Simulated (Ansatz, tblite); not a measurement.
Isomers of Li₃Br₄ (doublet), found by a short tight-binding search and relaxed with r2SCAN-D4/def2-SVP in Ansatz.

The xTB rows come from tblite. LC-ωPBE has ω = 0.4 bohr⁻¹. Correlated methods freeze 36 core orbitals; core or outer-core shells of Li, Br are correlated, in sets that lack core-valence functions.

Run but left out: PBE-D4/def2-SVP (D: an occupied level 0.00 eV above an empty one).

D: At PBE-D4/def2-TZVP the gap within one spin of the charge 0 doublet nearly closes, so an electron or hole may be smeared out by delocalisation error.

Other spin states weren't relaxed.

A:

| atom | x (Å) | y (Å) | z (Å) |
| --- | --- | --- | --- |
| Li1 | 2.180 | 1.859 | -0.225 |
| Li2 | -1.364 | -0.077 | 1.498 |
| Li3 | 0.464 | -0.363 | -0.974 |
| Br4 | -2.170 | -2.357 | 1.491 |
| Br5 | -2.015 | -0.626 | -0.890 |
| Br6 | 1.946 | 0.940 | -2.342 |
| Br7 | 0.960 | 0.624 | 1.443 |

B:

Cartesian coordinates in Å:
```
Li -1.940 0.107 -0.491
Li 1.805 -2.060 -0.815
Li 1.008 0.410 0.496
Br 0.001 -0.735 -1.689
Br -2.663 2.393 -0.235
Br -1.082 0.911 1.764
Br 2.871 -1.026 0.969
```

C:

```xyz
7

Li   -0.467   -1.420   -1.039
Li   -0.832    1.563    0.422
Li    2.088   -0.229    0.989
Br    1.169    1.836    1.630
Br   -1.209    0.836   -2.007
Br   -2.409   -0.458    0.331
Br    1.661   -2.127   -0.328
```

D:

Cartesian coordinates in Å:
```
Li 0.2299 1.3999 0.9203
Li -0.8094 -1.6407 0.8869
Li 1.2682 -0.2066 -1.1004
Br 1.2288 2.1626 -1.0886
Br -1.1010 -1.2877 -1.5780
Br -2.2051 0.4194 0.5754
Br 1.3885 -0.8469 1.3844
```

Task: Estimate their order by electronic energy at RPA@PBE/def2-TZVP, counted from the lowest.

Result: C (0.00) < D (0.12) < A (0.20) < B (0.21), in eV. Gaps under about 2 kJ/mol are ties within the noise of geometry and basis.

Task: Do the other levels pick the same lowest one?

Result: All that were run do. Energies above each level's lowest (eV):

| level | A | B | C | D |
| --- | --- | --- | --- | --- |
| GFN1-xTB | 0.19 | 0.19 | 0.00 | 0.19 |
| GFN2-xTB | 0.43 | 0.44 | 0.00 | 0.49 |
| HF/def2-TZVP | 0.16 | 0.16 | 0.00 | 0.23 |
| PBE-D4/def2-TZVP | 0.20 | 0.19 | 0.00 | 0.08 |
| r2SCAN-D4/def2-TZVP | 0.16 | 0.16 | 0.00 | 0.03 |
| PBE0-D4/def2-SVP | 0.20 | 0.20 | 0.00 | 0.05 |
| PBE0-D4/def2-TZVP | 0.20 | 0.19 | 0.00 | 0.08 |
| LC-ωPBE/def2-TZVP | 0.15 | 0.16 | 0.00 | 0.06 |
| RPA@PBE/def2-TZVP | 0.20 | 0.21 | 0.00 | 0.12 |
| MP2/def2-TZVP | 0.20 | 0.21 | 0.00 | 0.09 |
Point groups (tolerance 0.1 Å): A not assigned, B not assigned, C C2v, D Cs. A and B have the same bonds, so they are conformers or stereoisomers. Lower isomers may exist.
